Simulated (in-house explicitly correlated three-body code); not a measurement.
Values are calculated unless marked as measured or tabulated.
**Two electrons around a charge Z: highest levels of functionals against the exact one**

The exact non-relativistic ground state comes from a variational code in 260 exponentially correlated functions, the Kohn-Sham parts from inverting its density (past Z = 6 the correlation energy is taken as exact minus Hartree-Fock, equal to within microhartrees), and self-consistent runs (Hartree-Fock is restricted) from a B-spline radial code. Z may be fractional; the second electron is bound down to Z = 0.911.

The exact Kohn-Sham level equals minus the binding energy. «Unbound» marks a run whose level isn't bound or that didn't converge.

```csv
Z,exact (eV),Hartree-Fock (eV),TPSS (eV),OLYP (eV),wB97X (eV),PBE0 (eV)
0.99,-0.6569,-1.16,unbound,unbound,-1.225,unbound
1.095,-1.836,-2.327,unbound,unbound,-2.158,unbound
1.26,-4.317,-4.783,-0.4247,-0.2296,-4.096,-1.498
1.5,-9.259,-9.693,-3.919,-3.614,-8.034,-5.284
1.72,?,?,?,?,?,?
1.98,?,?,?,?,?,?
2.4,-41.75,-42.11,-31.1,-30.48,-35.99,-33.46
2.84,-65.65,-65.99,-52.41,-51.63,-57.58,-55.25
3.14,-84.96,-85.3,-69.96,-69.06,-75.32,-73.13
3.84,-139.5,-139.9,-120.4,-119.3,-126.2,-124.4
4.3,-182.7,-183,-160.9,-159.5,-167,-165.3
4.8,-236.1,-236.4,-211.3,-209.8,-217.8,-216.3
```

What belongs in the row Z = 1.98?

exact (eV): -23.85; Hartree-Fock (eV): -24.24; TPSS (eV): -15.67; OLYP (eV): -15.2; wB97X (eV): -20.27; PBE0 (eV): -17.57.

What belongs in the row Z = 1.72?

exact (eV): -15.17; Hartree-Fock (eV): -15.58; TPSS (eV): -8.523; OLYP (eV): -8.14; wB97X (eV): -12.9; PBE0 (eV): -10.14.

Why do the levels of the functionals lie above the exact one?

Semilocal exchange-correlation potentials fall off faster than the exact −1/r, since they don't cancel the electron's repulsion by itself; hybrids restore a share of the tail, and range-separated ones all of it at long range. Hartree-Fock has the tail but lacks relaxation and correlation.
